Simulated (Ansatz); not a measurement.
The first iterations of a band of AlCl2H3O (7 atoms, charge 0, multiplicity 1).

These are results of Ansatz, RKS r2SCAN-D4/def2-mTZVP, not measurements.

```
movable images  : 9
climbing image  : yes
spring          : 5.0 eV/Å²
optimiser       : quadratic models (default)
start path      : through a guess of the saddle point
force threshold : 0.05 eV/Å
iteration limit : 60
end points      : relaxed
```

First end point:

```xyz
7
Properties=species:S:1:pos:R:3
Al 0.075 0.007 0.126
H 0.026 0.696 1.543
Cl 1.818 0.223 -1.049
Cl -1.751 -0.190 -0.975
O 0.115 -1.892 0.664
H -0.643 -2.346 0.253
H 0.031 -2.024 1.622
```

Last end point:

```xyz
7
Properties=species:S:1:pos:R:3
Al 0.043 -0.702 -0.433
H -0.026 0.276 1.982
Cl 1.817 0.319 -0.806
Cl -1.792 0.231 -0.795
O 0.144 -2.326 0.008
H -0.636 -2.879 0.115
H 0.122 -0.444 2.113
```

| iteration | highest image above the first end (eV) | largest band force component (eV/Å) |
| --- | --- | --- |
| 1 | 2.520 | 4.983 |
| 2 | 1.216 | 2.340 |
| 3 | 0.890 | 3.559 |

Q: Does the band converge within its limit, and where does its top end?

A: The forces met the threshold. It ended after 9 iterations with the highest image 0.855 eV above the first end. A vibrational analysis at the climbing image gives one clearly imaginary mode, 1213i cm⁻¹: a first-order saddle point. The orbitals stay closed-shell, which can raise the energy where a bond breaks towards radicals; this wasn't checked here.

Run time: 2 min on 4 threads of Intel(R) Xeon(R) Platinum 8259CL CPU @ 2.50GHz (Skylake/Cascade Lake) (shared host), peak memory 0.19 GiB.
